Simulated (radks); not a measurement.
Removal energies from neutral aluminium, [Ne] 3s2 3p1, by Delta-SCF beside the eigenvalue of the level emptied. Method: scalar-relativistic Kohn-Sham, PBE, spin-polarised, spherical densities, finite nucleus; Fermi nuclear charge, rms radius of each element as measured or else 0.836 A^(1/3) + 0.57 fm; computed with a radial shooting solver on a logarithmic mesh with Libxc functionals. Open shells are filled with parallel spins first.

[
 {"removed from": "3p", "final configuration": "[Ne] 3s2", "Delta-SCF (eV)": "5.954", "-eigenvalue (eV)": "3.010"},
 {"removed from": "3s", "final configuration": "[Ne] 3s1 3p1", "Delta-SCF (eV)": "10.610", "-eigenvalue (eV)": "7.282"},
 {"removed from": "2p", "final configuration": "[He] 2s2 2p5 3s2 3p1", "Delta-SCF (eV)": "81.887", "-eigenvalue (eV)": "69.522"},
 {"removed from": "2s", "final configuration": "[He] 2s1 2p6 3s2 3p1", "Delta-SCF (eV)": "119.78", "-eigenvalue (eV)": "108.05"}
]
